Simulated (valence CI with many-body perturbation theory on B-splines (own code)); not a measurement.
## Valence orbitals of I²⁰⁺

Level of theory: configuration interaction combined with many-body perturbation theory (CI+MBPT): five valence electrons over a frozen Dirac-Fock core [Ar] 3d10, radial functions for each j: 11 s, 11 p, 10 d, 8 f, 5 g, 2 h, with the one-electron correlation potential Σ1 (screened to all orders), the two-electron term Σ2, the three-electron term Σ3, Breit, model QED; selected single and double excitations, second order for the rest, scaled by the run's own slope (own B-spline code, finite nucleus).

No measured spectrum was set against this ion. As an estimate, levels hold to about 250 cm⁻¹ or 0.2 % of their energy and the worst to 1 %, as in measured heavy ions of charge 2 to 7; those with d or f electrons hold less well. Among the levels kept, up to 2100 cm⁻¹ of a level comes from second order outside the variational space, and about a tenth of that is noise between levels of different J, which matters for small intervals.

These are the spectroscopic orbitals of the CI (the correlating ones are not listed), shaped by the core and the other valence electrons. h is the expectation value of the core's Dirac-Fock operator, without the valence repulsion; Σ1 is computed up to l = 3 at one energy for each symmetry, that of its lowest orbital but kept below the first core excitation, so for empty shells it is not the orbital's own correlation shift; Breit and QED include the response of the core.

```
Orbital  h (hartree)  Σ1 (cm⁻¹)  Breit (cm⁻¹)  QED (cm⁻¹)  ⟨r⟩ (bohr)
  4s1/2      -29.355     -11864          2842        2153      0.6713
  5s1/2      -17.007      -3899          1169         894       1.181
  6s1/2      -11.101      -1799           582         450       1.839
  7s1/2      -7.8213       -998           336         260       2.636
  8s1/2      -5.8081       -615           212         164       3.575
  9s1/2      -4.4834       -407           142         110       4.657
  4p1/2      -27.471     -11818          4379       -77.4      0.6828
  5p1/2      -16.117      -3964          1818       -31.2       1.216
  6p1/2      -10.621      -1887           935       -15.8       1.893
  7p1/2      -7.5325      -1064           548        -9.2       2.709
  8p1/2      -5.6212       -663           349        -5.8       3.668
  9p1/2      -4.3557       -442           236        -3.9       4.770
  4p3/2      -26.862     -10915          2728         133      0.7000
  5p3/2      -15.843      -3753          1138        56.5       1.239
  6p3/2      -10.475      -1805           615        29.4       1.920
  7p3/2      -7.4452      -1023           362        17.4       2.742
  8p3/2      -5.5649       -640           231        11.1       3.706
  9p3/2      -4.3172       -428           156         7.5       4.814
  4d3/2       -23.79     -11014          1600        -121      0.7164
  5d3/2      -14.411      -3914           698       -50.7       1.297
  6d3/2      -9.6991      -1962           378       -27.1       2.012
  7d3/2      -6.9773      -1138           228       -16.2       2.869
  8d3/2      -5.2609       -722           148       -10.4       3.869
  4d5/2      -23.667     -10734           907       -55.3      0.7212
  5d5/2      -14.354      -3826           385       -22.7       1.303
  6d5/2      -9.6679      -1919           209       -12.0       2.019
  7d5/2      -6.9583      -1114           125        -7.1       2.878
  8d5/2      -5.2484       -707          80.8        -4.6       3.878
  4f5/2      -20.404      -9948           368       -45.4      0.7151
  5f5/2      -12.916      -3359           179       -23.1       1.342
  6f5/2      -8.8958      -1662            99       -13.3       2.098
  7f5/2      -6.4932       -963          60.6        -8.3       2.995
  4f7/2      -20.386      -9778          43.9       -29.9      0.7164
  5f7/2      -12.905      -3295          21.2       -15.3       1.343
  6f7/2       -8.889      -1630          12.0        -8.7       2.099
  7f7/2      -6.4887       -945           7.3        -5.4       2.998
  5g7/2      -12.317                      4.1        -2.6       1.267
  6g7/2      -8.5526                      3.9        -1.9       2.042
  7g7/2      -6.2785                      3.0        -1.3       2.960
  5g9/2      -12.313                     -6.3         0.4       1.268
  6g9/2      -8.5504                     -5.7        -0.1       2.042
  7g9/2       -6.277                     -4.4        -0.2       2.961
  6h9/2      -8.4736                                            1.849
 6h11/2      -8.4722                                            1.849
```

Among the shells of the start configuration 4s2 4p3, Σ1 is largest in size for 4s1/2, where it is 0.18 % of h.

Lowest root of each symmetry, sizes in configuration state functions:

| J | Parity | Roots | Reference | Variational | Second order | Change by selected CI (cm⁻¹) | Change by second order (cm⁻¹) |
| --- | --- | --- | --- | --- | --- | --- | --- |
| 1/2 | even | 9 | 82 | 32000 | 1213621 | -9602 | -154 |
| 3/2 | even | 12 | 133 | 31615 | 2244618 | -8571 | -459 |
| 5/2 | even | 11 | 140 | 31948 | 2977720 | -7770 | -521 |
| 7/2 | even | 6 | 107 | 31935 | 2997907 | -10155 | -684 |
| 9/2 | even | 3 | 70 | 31934 | 2861781 | -10773 | -598 |
| 1/2 | odd | 23 | 105 | 31992 | 1749720 | -8673 | -453 |
| 3/2 | odd | 35 | 179 | 31983 | 3306923 | -6932 | -682 |
| 5/2 | odd | 35 | 198 | 31709 | 3850730 | -6675 | -1113 |
| 7/2 | odd | 28 | 177 | 31864 | 4476174 | -9246 | -792 |
| 9/2 | odd | 15 | 127 | 31956 | 4365831 | -9665 | -686 |
| 11/2 | odd | 5 | 76 | 32014 | 3466779 | -12157 | -896 |
